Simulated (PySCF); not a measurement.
¹⁹F chemical shifts

[PySCF 2.14: NMR shieldings at PBE0/pcSseg-1/GIAO; GFN2-xTB structure; fast rotation and ring inversion assumed for equivalent nuclei; single conformer; no solvent; no relativistic terms]

Shieldings were converted by a linear fit to measured shifts: ¹⁹F (scatter 6.0 ppm rms, 7.0 ppm with the 5 outliers that the fit left out vs CFCl3, solution or neat liquid, with a term for F on sp3 carbon). Occasional misses reach two or three times the rms, and more in compound classes unlike the fitted ones.

**Question.** Give the ¹⁹F shifts of `FC[C@@H]1COC=C[C@H]1F`, `O=Cc1nnc(C(F)(F)F)o1`, `C=C[C@@]1(C)O[SiH2]OC[C@@H]1F`.

**Answer.** 
```csv
compound,environment,δ (ppm)
[F:1][CH2:2][C@@H:3]1[CH2:4][O:5][CH:6]=[CH:7][C@H:8]1[F:9],F9: fluorine on an sp3 carbon,-190.1
[F:1][CH2:2][C@@H:3]1[CH2:4][O:5][CH:6]=[CH:7][C@H:8]1[F:9],F1: fluorine on an sp3 carbon,-239.2
O=Cc1nnc(C(F)(F)F)o1,fluorine of a CF3 group (×3),-63.7
C=C[C@@]1(C)O[SiH2]OC[C@@H]1F,fluorine on an sp3 carbon,-201.9
```

**Question.** Match the shifts -65.1, -73.7, -101.6, -121.6, -197.8 ppm to `C/C=C/C(F)=C\S(C)(=O)=O`, `FC(F)(F)P1CCSCC1`, `C=C[C@@]1(C)O[SiH2]OC[C@H]1F`, `C=Cc1ccc(S)c(F)c1`, `C[C@H]1C[P@](=S)(C(F)(F)F)C1`.

**Answer.** -65.1: FC(F)(F)P1CCSCC1 (fluorine of a CF3 group); -73.7: C[C@H]1C[P@](=S)(C(F)(F)F)C1 (fluorine of a CF3 group); -101.6: C/C=C/C(F)=C\S(C)(=O)=O (vinylic fluorine); -121.6: C=Cc1ccc(S)c(F)c1 (aryl fluorine); -197.8: C=C[C@@]1(C)O[SiH2]OC[C@H]1F (fluorine on an sp3 carbon).
